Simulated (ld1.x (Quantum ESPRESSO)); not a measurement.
## platinum (Pt): one change to an RRKJ potential, before and after

* Element: platinum (Pt)
* Generator: ld1.x (Quantum ESPRESSO) 7.5
* Type: norm-conserving RRKJ (Kleinman–Bylander form)
* Functional: PBEsol
* Relativity: scalar-relativistic
* Frozen core: [Kr] 4d10 4f14
* Valence charge: 18
* Reference configuration: 5s2 5p6 5d8 6s0 6p0 (charge +2)
* Partial waves: 5p (bound): rc 1.70 bohr; 5d (bound): rc 2.30 bohr; 5s (bound): rc 1.05 bohr
* Local potential: the s channel
* Core correction: none
* rho0: 0.02

All-electron outer shells of the reference configuration (PBEsol, scalar-relativistic, ld1.x):

| shell | level (eV) | outermost node (bohr) | outermost maximum (bohr) |
| --- | --- | --- | --- |
| 5s | -122.83 | 0.49 | 0.87 |
| 4f | -91.16 | – | 0.38 |
| 5p | -76.87 | 0.53 | 0.98 |
| 5d | -25.91 | 0.57 | 1.24 |
| 6s | -22.13 | 1.13 | 2.18 |
| 6p | -14.23 | 1.33 | 2.73 |

Change: wave 5d (bound): rc 2.30 bohr becomes 5d (bound): rc 2.80 bohr.

Cutoffs: the cutoffs (Ry, on a coarse ladder) from which the occupation-weighted sum of valence levels, in a spherical-Bessel basis at the reference potential, stays within 10 and 1 mRy of its value at 400 Ry; they do not see the model core or the augmentation charge, which bear on the density cutoff. Errors are all-electron minus pseudo energies relative to the spin-unpolarised reference configuration.

**Question.** How do hardness, ghosts and transferability respond?

**Answer.** The potential gets neither clearly harder nor softer (140 Ry and 230 Ry → 140 Ry and 230 Ry); the s channel sets the loose cutoff, while the largest relative change is in d, which becomes softer; of the 7 tests that both files solve, the error grows in 3 and shrinks in 1 by more than 15 % and 0.3 meV (median size 47.6 → 61.6 meV); neither file shows a bound ghost.

```tsv
quantity	base	changed
cutoff, loose	140 Ry	140 Ry
cutoff, tight	230 Ry	230 Ry
loose cutoff by channel (10 mRy a level)	p 25 Ry, d 30 Ry, s 120 Ry	p 25 Ry, d 21 Ry, s 120 Ry
bound ghosts	none	none
error for 5s2 5p6 5d9 6s1 6p0, meV [ΔE -29.22 eV]	+133	+100
error for 5s2 5p6 5d9 6s0 6p0, meV [ΔE -20.00 eV]	+4.6	+23
error for 5s2 5p6 5d7 6s0 6p0, meV [ΔE 32.25 eV]	+7.1	+62
error for 5s2 5p6 5d9 6s0.5 6p0, meV [ΔE -25.51 eV]	+76	+67
error for 5s2 5p6 5d9 6s0 6p1, meV [ΔE -24.09 eV]	+48	+45
error for 5s2 5p6 5d10 6s0 6p0, meV [ΔE -29.23 eV]	+0.1	+27
error for 5s2 5p6 5d8 6s2 6p0, meV [ΔE -28.23 eV]	+321	+285
```
